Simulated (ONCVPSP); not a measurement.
## u(r) = r·R(r): atom against pseudo-atom (sulfur)

Columns: radius, all-electron u(r) and pseudo u(r) of the 2s shell (level -223.45 eV) of sulfur in the configuration [He] 2s2 2p6 3s2 3p3; PBE, scalar-relativistic, ONCV scheme, ONCVPSP 4.0.1.

| r (bohr) | all-electron | pseudo |
| --- | --- | --- |
| 0.035 | -0.6560 | 0.1923 |
| 0.070 | -0.6344 | 0.3817 |
| 0.105 | -0.3146 | 0.5649 |
| 0.140 | 0.0941 | 0.7386 |
| 0.175 | 0.4915 | 0.8995 |
| 0.210 | 0.8313 | 1.0439 |
| 0.245 | 1.0974 | 1.1685 |
| 0.280 | 1.2898 | 1.2706 |
| 0.315 | 1.4158 | 1.3484 |
| 0.350 | 1.4848 | 1.4004 |
| 0.385 | 1.5075 | 1.4264 |
| 0.420 | 1.4946 | 1.4278 |
| 0.455 | 1.4543 | 1.4059 |
| 0.490 | 1.3948 | 1.3640 |
| 0.525 | 1.3221 | 1.3054 |
| 0.560 | 1.2411 | 1.2340 |
| 0.595 | 1.1555 | 1.1534 |
| 0.630 | 1.0686 | 1.0681 |
| 0.665 | 0.9824 | 0.9821 |
| 0.700 | 0.8986 | 0.8983 |
| 0.735 | 0.8183 | 0.8181 |
| 0.770 | 0.7424 | 0.7422 |
| 0.805 | 0.6712 | 0.6710 |
| 0.840 | 0.6051 | 0.6049 |
| 0.875 | 0.5439 | 0.5437 |
| 0.910 | 0.4878 | 0.4877 |

Problem. How many radial nodes do the two functions have?

Solution. The all-electron 2s function has n − l − 1 = 1; the pseudo-wave has 0, since the states of the same l below it are removed with the core.

Problem. At about which radius was the pseudo-wave matched?

Solution. 0.65 bohr, where the columns begin to agree (steps of 0.04 bohr).

Problem. Is the pseudo-wave norm-conserving?

Solution. Yes: the ONCV scheme keeps the norm inside the radius equal to the all-electron one, which fixes the energy derivative of the logarithmic derivative at the level.
